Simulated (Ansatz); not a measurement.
One change: `C=N[CH](O)[GeH3]` becomes `C[CH](O)[GeH3]`.

Ansatz, PBE0-D4/def2-TZVP geometries, multiplicity 1. Each molecule was computed in one conformer, which needn't be the lowest.

Scalar relativity is left out up to krypton.

| property | `C=N[CH](O)[GeH3]` |
| --- | --- |
| HOMO–LUMO gap (PBE/def2-TZVPP) / eV | 3.90 |
| LUMO energy (ωB97M-V/def2-TZVPP) / eV | 1.26 |
| LUMO energy (B3LYP/def2-TZVPP) / eV | -1.15 |
| HOMO energy (PBE/def2-TZVPP) / eV | -5.86 |
| HOMO energy (PBE0/def2-TZVPP) / eV | -7.18 |
| size of the dipole moment (B3LYP/def2-TZVPP) / D | 1.72 |

(1) What does the change do to each property? (Estimate.)

Results:

(1) Ansatz gave: 
| property | `C[CH](O)[GeH3]` | shift |
| --- | --- | --- |
| HOMO–LUMO gap (PBE/def2-TZVPP) / eV | 6.19 | 2.29 |
| LUMO energy (ωB97M-V/def2-TZVPP) / eV | 2.19 | 0.93 |
| LUMO energy (B3LYP/def2-TZVPP) / eV | 0.36 | 1.51 |
| HOMO energy (PBE/def2-TZVPP) / eV | -6.33 | -0.47 |
| HOMO energy (PBE0/def2-TZVPP) / eV | -7.86 | -0.68 |
| size of the dipole moment (B3LYP/def2-TZVPP) / D | 1.96 | 0.24 |

With PBE0 the HOMO falls by 0.68 eV and the LUMO rises by 1.58 eV, so the gap widens by about 2.26 eV. PBE moves the HOMO by -0.47 eV and ωB97M-V by -0.76 eV. Dipoles are sizes alone; their direction can turn.

Positive LUMOs are unbound, so they and the gaps depend on the basis.

B3LYP here is the variant with VWN-RPA as its local correlation; programs differ in this.
